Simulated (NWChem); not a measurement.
# SiPH$_{4}$, doublet; SMILES [SiH2]P

In the optimisation the excess spin sits in a' (Cs, its own frame). B3LYP is NWChem's, with the RPA form of VWN correlation.

Task: Give the equilibrium geometry at B3LYP/6-31G* (spherical d), spin-unrestricted (NWChem) as a list of bonds and angles, with the point group.

Result: point group Cs; any orientation.
Bond lengths (Å): Si1–P2 2.270, Si1–H3 1.495, Si1–H4 1.495, P2–H5 1.423, P2–H6 1.423. Bond angles (°): P2–Si1–H3 108.1, P2–Si1–H4 108.1, H3–Si1–H4 107.7, Si1–P2–H5 97.4, Si1–P2–H6 97.4, H5–P2–H6 94.7.
